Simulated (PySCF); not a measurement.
C2H2F2Si, SMILES C#C[SiH](F)F. Coordinates come from a PBE-D3(BJ)/def2-SVP optimisation.

Task: Give the equilibrium geometry at PBE-D3(BJ)/def2-SVP (PySCF confirms it by a frequency run) as Cartesian coordinates in Å, and its point group. (An estimate is asked for; the answer gives what the named calculation found.)

Result: point group Cs.
```xyz
7

Si    -0.4468    -0.3637     0.0000
F     -1.1127     0.3321     1.3090
F     -1.1127     0.3321    -1.3090
C      1.3450    -0.0373     0.0000
C      2.5598     0.1410     0.0000
H     -0.7761    -1.8132     0.0000
H      3.6306     0.3042     0.0000
```
